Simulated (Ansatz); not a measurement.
Two members of one family (Same ligands, another metal), computed with Ansatz in the gas phase; def2 core potentials for Mo, W, no spin–orbit coupling. A dash marks a value that wasn't run or was left out as unsound. The structures are stationary points that may keep the symmetry of their start.

First: [MoO3F]- (singlet, charge -1, r2SCAN-D4/def2-SVPD geometry).

```xyz
5

Mo    0.0355   -0.0174   -0.0096
O     0.4734   -1.1553    1.2180
O    -0.1241   -0.8300   -1.5297
O     1.2501    1.2103   -0.1290
F    -1.6349    0.7924    0.4504
```

```
               level  HOMO (eV)  vertical IE (eV)
r2SCAN-D4/def2-TZVPD      -2.15              5.24
   B97M-V/def2-TZVPD      -2.23                 –
 B3LYP-D4/def2-TZVPD      -3.17                 –
   PBE0-D4/def2-SVPD      -3.52                 –
  PBE0-D4/def2-TZVPD      -3.40              5.46
```

Metal–donor distances: 3 × O 1.73 Å, 1 × F 1.91 Å.

Second: [WO3F]- (singlet, charge -1, r2SCAN-D4/def2-SVPD geometry).

Cartesian coordinates in Å:
```
W -0.015 -0.019 0.013
O -0.102 0.414 1.714
O -1.641 -0.082 -0.647
O 0.731 -1.602 -0.140
F 1.026 1.288 -0.940
```

Task: Estimate the same table for the second.

Result: 
| level | HOMO (eV) | vertical IE (eV) |
| --- | --- | --- |
| r2SCAN-D4/def2-TZVPD | -2.09 | 5.16 |
| B97M-V/def2-TZVPD | -2.16 | – |
| B3LYP-D4/def2-TZVPD | -3.10 | – |
| PBE0-D4/def2-SVPD | -3.46 | – |
| PBE0-D4/def2-TZVPD | -3.33 | 5.40 |

Metal–donor distances: 3 × O 1.76 Å, 1 × F 1.92 Å.
